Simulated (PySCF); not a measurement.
How methods differ on the excitation energy of Sb⁺

Sb⁺ [Kr] 4d10 5s2 5p2 (3P) → Sb⁺ [Kr] 4d10 5s2 5p1 6s1 (3P), as a difference of total energies. Computed with PySCF 2.14 in x2c-TZVPPall with one added diffuse shell each of s, p, d, f type (9s7p5d3f, 76 functions), with the spin-free X2C one-electron Hamiltonian (Gaussian nucleus). Correlated levels: valence: [Kr] 4d10 frozen. The calculations carry no spin-orbit coupling.

| method | excitation energy (cm⁻¹) |
| --- | --- |
| UHF | 67181 |
| MP2 (valence) | 67419 |
| SCS-MP2 (valence) | 67416 |
| CCSD (valence) | 67417 |
| CCSD(T) (valence) | 67363 |

Errors of the correlated levels include the incompleteness of this basis and the frozen core.

For comparison: 68518 cm⁻¹ (measured; NIST levels, between the centres of gravity of the two terms).
